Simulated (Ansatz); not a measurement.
Abridged output of a molecular run in Ansatz:

```
Functional definition: HF
2280 factors; integrals over basis functions are off by at most 1.1e-3 eV
mean field evaluation 1: about -54606.3451 eV, gradient 3.2e1 eV
mean field evaluation 2: about -54606.7230 eV, gradient 3.3e1 eV
mean field evaluation 4: about -54609.8055 eV, gradient 4.4e0 eV
mean field evaluation 8: about -54609.8832 eV, gradient 2.8e-1 eV
mean field evaluation 16: about -54609.8836 eV, gradient 1.4e-6 eV
mean field -54609.88363664 eV, -2006.8762077380 hartree, gradient 1.4e-6 eV, S^2 0.000000; 0 other end points of the search recorded, 0 dependent functions left out
26 core orbitals not correlated: weight in the atoms' cores, before any rotation towards them, 1.000 or more for the frozen orbitals, at most 0.000 for the correlated occupied ones
reference -54609.88363664 eV, -2006.8762077380 hartree; 27, 27 occupied and 311, 311 virtual orbitals, 2280 factors
second order -37.97516374 eV of doubles, -0.00000000 eV of singles
cycle   1  -38.81116937 eV  change   -8.4e-1 eV  update   1.4e-1
cycle   2  -39.71538099 eV  change   -9.0e-1 eV  update   3.8e-2
cycle   3  -39.89687017 eV  change   -1.8e-1 eV  update   2.0e-2
cycle   4  -39.87984924 eV  change    1.7e-2 eV  update   4.6e-3
cycle   5  -39.87739740 eV  change    2.5e-3 eV  update   2.1e-3
cycle   6  -39.87776651 eV  change   -3.7e-4 eV  update   6.1e-4
cycle   7  -39.87752516 eV  change    2.4e-4 eV  update   2.7e-4
cycle   8  -39.87750490 eV  change    2.0e-5 eV  update   7.7e-5
cycle   9  -39.87754174 eV  change   -3.7e-5 eV  update   3.3e-5
perturbative correction -1.73674693 eV, -0.0638242725 hartree
Total energy: -54651.49792531 eV, -2008.4055046395 hartree
```

Its atoms:

Cartesian coordinates in Å:
```
C 1.8478 0.5030 -1.4776
S 0.9149 1.6965 -0.4687
Sn 0.4145 0.2665 1.3547
Cl -0.7486 1.5572 2.8871
Cl 2.3526 -0.5277 2.3446
S -0.8381 -1.6460 0.7274
C -2.2878 -0.7855 0.0413
H 1.2552 -0.3852 -1.6952
H 2.7816 0.2240 -0.9914
H 2.0731 1.0158 -2.4126
H -2.8352 -0.2571 0.8206
H -2.9260 -1.5643 -0.3759
H -2.0040 -0.0970 -0.7542
```

Which basis set was used?
A. def2-QZVPP
B. cc-pV(D+d)Z
C. cc-pV(Q+d)Z
D. def2-TZVPP

D. It gives 364 functions.

Write the keys of the input that set method, charge and spin (a neutral closed shell needs none for the last two).


```yaml
correlation: {method: ccsd_t}
```
